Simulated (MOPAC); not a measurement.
A run for MOPAC: PM7 on NbN, 2S+1 = 3, a spin state set in the input, which need not be the lowest, a point of a bond scan (R = 1.688 Å).

```
PM7 1SCF PRECISE CHARGE=0 UHF MS=1 THREADS=1
NNb

Nb     0.00000000 1     0.00000000 1     0.00000000 1
N      0.00000000 1     0.00000000 1     1.68825600 1
```

The log:

```
*******************************************************************************
 **                                                                           **
 **                              MOPAC v23.2.5                                **
 **                                                                           **
 *******************************************************************************
 ** MOPAC's Digital Object Identifier: https://doi.org/10.5281/zenodo.6511958 **
 **                                                                           **
 ** Please cite the open-source release paper for use of this MOPAC version:  **
 ** J. E. Moussa and J. J. P. Stewart (2026)                                  **
 ** MOPAC: An open-source semiempirical molecular orbital program             **
 ** J. Open Source Softw., 11(119), 8025, https://doi.org/10.21105/joss.08025 **
 *******************************************************************************

                              PM7 CALCULATION RESULTS

 *******************************************************************************
 *  PM7        - The PM7 Hamiltonian to be used
 *  UHF        - UNRESTRICTED HARTREE-FOCK CALCULATION
 *
 *
 *
 *                 CHARGE ON SYSTEM = 0
 *
 *
 *
 *  MS=        - IN MECI, MAGNETIC COMPONENT OF SPIN =  1.0
 *  PRECISE    - TIGHTER CRITERIA TO BE USED
 *  1SCF       - DO 1 SCF AND THEN STOP
 *  THREADS=1  - MULTI-THREADING NOT USED
 *  T=         - A TIME OF 172800.0 SECONDS REQUESTED
 *  DUMP=N     - RESTART FILE WRITTEN EVERY 7200.0 SECONDS REQUESTED
 *******************************************************************************
PM7 1SCF PRECISE CHARGE=0 UHF MS=1 THREADS=1
 NNb

   ATOM   CHEMICAL          X               Y               Z
  NUMBER   SYMBOL      (ANGSTROMS)     (ANGSTROMS)     (ANGSTROMS)

     1      Nb          0.00000000  *   0.00000000  *   0.00000000  *
     2       N          0.00000000  *   0.00000000  *   1.68825600  *



          CARTESIAN COORDINATES

    NO.       ATOM           X           Y           Z

     1        Nb          0.0000      0.0000      0.0000
     2         N          0.0000      0.0000      1.6883

 General Reference for PM7:
 "Optimization of Parameters for Semiempirical Methods VI: More Modifications to the
 NDDO Approximations and Re-optimization of Parameters", J. J. P. Stewart, J. Mol. Mod., 1:32, 19 (2013)
 https://link.springer.com/article/10.1007/s00894-012-1667-x

           Empirical Formula: N Nb  =     2 atoms



      MOLECULAR POINT GROUP   :   C*v


          UHF CALCULATION, NO. OF ALPHA ELECTRONS =    6
                           NO. OF BETA  ELECTRONS =    4

 -------------------------------------------------------------------------------
 PM7 1SCF PRECISE CHARGE=0 UHF MS=1 THREADS=1
 NNb



     1SCF WAS SPECIFIED, SO BFGS WAS NOT USED
     SCF FIELD WAS ACHIEVED


                              PM7 CALCULATION
                                                       MOPAC v23.2.5 Linux




          FINAL HEAT OF FORMATION =         99.52338 KCAL/MOL =     416.40583 KJ/MOL


          COSMO AREA              =        138.07 SQUARE ANGSTROMS
          COSMO VOLUME            =        150.91 CUBIC ANGSTROMS

          IONIZATION POTENTIAL    =          8.570878 EV
          ALPHA SOMO LUMO (EV)    =         -8.571 -0.686
          BETA  SOMO LUMO (EV)    =        -11.838  0.496
          NO. OF ALPHA ELECTRONS  =          6
          NO. OF BETA  ELECTRONS  =          4
          MOLECULAR WEIGHT        =        106.9131         POINT GROUP:  C*v

          MOLECULAR DIMENSIONS (Angstroms)

            Atom       Atom       Distance
            N     2   Nb     1     1.68826
            N     2   Nb     1     0.00000
           Nb     1    N     2     0.00000


          SCF CALCULATIONS        =          1





   ATOM   CHEMICAL          X               Y               Z
  NUMBER   SYMBOL      (ANGSTROMS)     (ANGSTROMS)     (ANGSTROMS)

     1      Nb          0.00000000  *   0.00000000  *   0.00000000  *
     2       N          0.00000000  *   0.00000000  *   1.68825600  *

                             CARTESIAN COORDINATES

   1   Nb        0.000000000     0.000000000     0.000000000
   2    N        0.000000000     0.000000000     1.688256000


           Empirical Formula: N Nb  =     2 atoms



      MOLECULAR POINT GROUP   :   C*v


          ALPHA EIGENVALUES
 -28.66647 -13.11975 -11.85527 -11.85527 -11.21150  -8.57088  -0.68552   1.72833
   1.72833   5.17616  11.74892  11.74892  12.57848


           BETA EIGENVALUES
 -29.05619 -12.40655 -11.83813 -11.83813   0.49581   0.69925   1.33283   2.30122
   2.30122   6.17851  15.15430  15.50823  15.50823


              NET ATOMIC CHARGES AND DIPOLE CONTRIBUTIONS

  ATOM NO.   TYPE          CHARGE      No. of ELECS.   s-Pop       p-Pop       d-Pop
    1         Nb           0.267617        4.7324     1.14116     0.00295     3.58827
    2          N          -0.267617        5.2676     1.82608     3.44154
 DIPOLE           X         Y         Z       TOTAL
 POINT-CHG.     0.000     0.000    -2.170     2.170
 HYBRID         0.000    -0.000    -1.050     1.050
 SUM            0.000    -0.000    -3.221     3.221


          ATOMIC ORBITAL ELECTRON POPULATIONS

     Atom    s        px        py        pz      x^2-y^2     xz        z^2       yz        xy
    1 Nb   1.14116   0.00010   0.00010   0.00275   1.00000   0.85143   0.88541   0.85143   0.00000
    2  N   1.82608   1.14847   1.14847   1.14460


                    (SZ)    =    1.000000
                    (S**2)  =    2.108157


          ATOMIC ORBITAL SPIN POPULATIONS

    Atom   Total    s     px     py     pz   x^2-y^2  xz     z^2    yz     xy
         Atomic
    1 Nb  2.3773  0.190 -0.000 -0.000  0.000  1.000  0.228  0.732  0.228  0.000
    2  N -0.3773  0.009 -0.228 -0.228  0.069

 **********************
 *                    *
 * JOB ENDED NORMALLY *
 *                    *
 **********************




 == MOPAC DONE ==
```

The run finished. Its determinant has ⟨S²⟩ = 2.11, a mixture of spin states.

Cost: very roughly 0.020 core-seconds.
